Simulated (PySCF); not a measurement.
trifluoroacetic acid anion (C₂HF₃O₂), SMILES O=C(O)C(F)(F)F (connectivity only; charge and spin as stated), charge -1, multiplicity 2. Atoms are numbered in the order given.

```xyz
8

O      1.5937    -0.7317     0.7674
C      0.8815     0.3744     0.1889
O      1.4804     1.0857    -0.6780
C     -0.5411    -0.0098     0.0040
F     -1.0914    -0.6239     1.0930
F     -1.3248     1.0596    -0.2851
F     -0.8132    -0.9159    -1.0471
H      2.4302    -0.6981     0.2802
```
Charge -1, spin multiplicity 2.

Geometry: r2SCAN-D4/def2-SVPD. The multiplicity is an assumed one; no other spin state was optimised. One conformer was computed; it need not be the lowest.

The numbers are results of B3LYP/pcH-1 (PySCF), not measurements.

Unrestricted Kohn–Sham, ⟨S²⟩ = 0.753. Hyperfine tensors hold the contact and dipolar terms, without spin-orbit corrections.

Computed hyperfine couplings:
| nucleus | A(iso) (MHz) | A(iso) (G) | dipolar principal values (MHz) |
|---|---|---|---|
| 17O no. 1 | -46.7 | -16.7 | -26.7, 12.9, 13.8 |
| 13C no. 2 | 198.6 | 70.9 | -49.2, -46.5, 95.8 |
| 17O no. 3 | -32.5 | -11.6 | -106.1, 52.1, 54.0 |
| 13C no. 4 | 94.8 | 33.8 | -13.2, -10.3, 23.5 |
| 19F no. 5 | 35.2 | 12.6 | -20.4, -13.9, 34.3 |
| 19F no. 6 | 24.0 | 8.6 | -18.0, -13.6, 31.6 |
| 19F no. 7 | 378.9 | 135.2 | -101.2, -97.6, 198.8 |
| 1H no. 8 | 8.5 | 3.0 | -7.2, -3.8, 11.0 |
